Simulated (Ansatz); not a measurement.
A search over several starts for the lowest SCF solution of Cu₂Sn at the given spin, in a small basis.

```yaml
crystal:
  periodic: [false, false, false]
  atoms:
    - {symbol: Cu, position_ang: [0.589467, 0.903741, -0.938400]}
    - {symbol: Cu, position_ang: [-0.559349, -1.176427, -0.589878]}
    - {symbol: Sn, position_ang: [-0.030107, 0.272685, 1.528279]}
basis:
  gaussian: {orbitals: def2-SVP, initial_orbitals: start.molden}
magnetization: {spin_polarized: true, initial_magnetization: 4}
hamiltonian: {xc: pbe0, dispersion: d4}
output: {orbitals: {seedname: orbitals}}
```

The file start.molden holds the orbitals of an earlier run on this structure, at another level or in another basis.

```sh
$ ansatz run in.yaml --threads 4 --pin off --events-out ev --progress --plain --max-ram 3916MiB
```

Shortened log:

```
Functional definition: PBE0
1034 factors; integrals over basis functions are off by at most 1.1e-3 eV
mean field evaluation 1: about -95083.9224 eV, gradient 2.8e1 eV
mean field evaluation 2: about -95084.8435 eV, gradient 1.5e0 eV
mean field evaluation 4: about -95084.9969 eV, gradient 2.5e-1 eV
mean field evaluation 8: about -95084.9982 eV, gradient 2.5e-5 eV
mean field evaluation 16: about -95084.9973 eV, gradient 3.0e-1 eV
mean field evaluation 32: about -95084.4718 eV, gradient 6.7e0 eV
mean field -95084.99823902 eV, -3494.3092343573 hartree, gradient 2.5e-5 eV, S^2 6.004855; 6 other end points of the search recorded, 0 dependent functions left out
reference -95084.99827065 eV, -3494.3092355196 hartree; 42, 38 occupied and 46, 50 virtual orbitals, 1034 factors
Total energy: -95085.09383868 eV, -3494.3127475801 hartree
```

Run time 5.5 s (4 threads of Arm Neoverse V1 on a shared host).

In the def2 sets Sn takes a core potential; there is no spin–orbit coupling. At PBE0-D4/def2-TZVP a broken-symmetry singlet of charge 0 lies 2.42 eV below the quintet, each at its own geometry. The structure comes from a short search, and lower isomers may exist.
